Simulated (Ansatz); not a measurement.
The cluster Mg4H3, 7 atoms. Hardware: 4 threads of Arm Neoverse V2 on a shared host.

Correlated methods freeze 4 core orbitals; core or outer-core shells of Mg are correlated, in sets that lack core-valence functions.

(1) How many basis functions does each of these Ansatz runs have, and roughly what does it cost? r2SCAN-D4/def2-TZVP, charge 0 doublet, frequencies; PBE0-D4/def2-TZVP, charge 0 doublet, energy and forces, from earlier orbitals; MP2/def2-TZVP, charge 0 quartet, energy, from earlier orbitals; CCSD(T)/def2-SVP, charge 0 quartet, energy, from earlier orbitals; r2SCAN-D4/def2-TZVP, charge 0 doublet, energy, from earlier orbitals; B97M-V/def2-TZVP, charge 0 quartet, energy, from earlier orbitals; PBE0-D4/def2-TZVP, charge 1 singlet at the geometry of the charge 0 doublet, energy, from earlier orbitals; ωB97X-V/def2-TZVP, charge 0 doublet, energy, from earlier orbitals; B3LYP-D4/6-31G, charge 0 doublet, energy; PBE with 15 % exact exchange/def2-TZVP, charge 0 doublet, energy, from earlier orbitals; HF/STO-3G, charge 0 quartet, energy; r2SCAN-D4/def2-TZVP, charge 1 triplet at the geometry of the charge 0 doublet, energy, from earlier orbitals.

Answers

(1) Other jobs shared the machine, so times can vary by a factor of up to 3. A dash marks memory too small to be measured apart from the calling script's.

| run | functions | fitting or Cholesky vectors | wall time | peak host memory (GiB) |
| --- | --- | --- | --- | --- |
| HF/STO-3G, charge 0 quartet, energy | 39 | 371 | 0.15 s | – |
| PBE0-D4/def2-TZVP, charge 1 singlet at the geometry of the charge 0 doublet, energy, from earlier orbitals | 146 | 1284 | 1.8 s | – |
| B3LYP-D4/6-31G, charge 0 doublet, energy | 58 | 624 | 2 s | – |
| MP2/def2-TZVP, charge 0 quartet, energy, from earlier orbitals | 146 | 1270 | 2.3 s | – |
| PBE with 15 % exact exchange/def2-TZVP, charge 0 doublet, energy, from earlier orbitals | 146 | 1284 | 3.3 s | – |
| PBE0-D4/def2-TZVP, charge 0 doublet, energy and forces, from earlier orbitals | 146 | 1284 | 3.8 s | – |
| r2SCAN-D4/def2-TZVP, charge 0 doublet, energy, from earlier orbitals | 146 | 1284 | 7.5 s | – |
| r2SCAN-D4/def2-TZVP, charge 1 triplet at the geometry of the charge 0 doublet, energy, from earlier orbitals | 146 | 1284 | 7.5 s | – |
| B97M-V/def2-TZVP, charge 0 quartet, energy, from earlier orbitals | 146 | 1284 | 10 s | – |
| ωB97X-V/def2-TZVP, charge 0 doublet, energy, from earlier orbitals | 146 | 1284 | 11 s | 0.76 |
| CCSD(T)/def2-SVP, charge 0 quartet, energy, from earlier orbitals | 87 | 729 | 25 s | 0.86 |
| r2SCAN-D4/def2-TZVP, charge 0 doublet, frequencies | 146 | 1284 | 2.3 min | – |
